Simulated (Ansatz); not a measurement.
Reaction (SMILES): [CH2]B(C)O → [CH2-]B(C)O (an electron is taken up)
Each molecule is optimised on its own at B3LYP-D3(BJ)/def2-TZVP (Ansatz, a first-principles code), one conformer each, not searched for the lowest. Frequencies are from Ansatz.

Property: adiabatic electron affinity (0 K, with B3LYP-D3(BJ) harmonic zero-point energies), positive where the reaction releases energy, in eV. Correlated levels leave the core frozen unless marked. UHF or UKS for open shells. Spin-orbit coupling is left out. No relativistic terms. Anions need diffuse functions: aug- sets have them; def2-D sets add few; the other sets have none. CBS marks a two-point X^-3 extrapolation of the correlation energy; Hartree-Fock from the larger set. [CCSD(T)-MP2]/basis is that difference in the basis named.

| level | program | adiabatic electron affinity (eV) |
|---|---|---|
| BLYP/def2-TZVPD | Ansatz | ___ |
| B97M-V/def2-TZVPD | Ansatz | ___ |
| PBE0/def2-TZVP | Ansatz | 1.06 |
| B2GP-PLYP/def2-TZVPD | Ansatz | 1.22 |
| SCS-MP2/STO-3G | Ansatz | -3.85 |
| CCSD/6-31G | Ansatz | ___ |
| RI-MP2/CBS(aug-cc-pVTZ,aug-cc-pVQZ)+[CCSD(T)-MP2]/aug-cc-pVDZ | Ansatz | 1.41 |

Q: Some entries are withheld; supply them.

A: 
- BLYP/def2-TZVPD, adiabatic electron affinity (eV): 1.23
- B97M-V/def2-TZVPD, adiabatic electron affinity (eV): 1.21
- CCSD/6-31G, adiabatic electron affinity (eV): 0.13
